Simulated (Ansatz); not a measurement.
Input for Ansatz (development build ahead of 0.2.0):

```yaml
crystal:
  periodic: [false, false, false]
  atoms:
    - { symbol: V, position_ang: [0.0, 0.0, 0.0] }
    - { symbol: Co, position_ang: [0.0, 0.0, 3.92] }
basis:
  gaussian: { orbitals: pcseg-2 }
magnetization:
  initial_magnetization: 4
hamiltonian:
  xc: { name: B3LYP }
```

The input is written out in the form of the current development build from the run's settings.

The run gave:

- Converged: yes
- Total energy: -2326.69156 hartree
- Spin squared of the determinant: 6.000
- Stability test: minimum among restricted orbitals

Caution: stretched shape with no unrestricted run beside it, a lower state can exist; other spin multiplicities were not run.
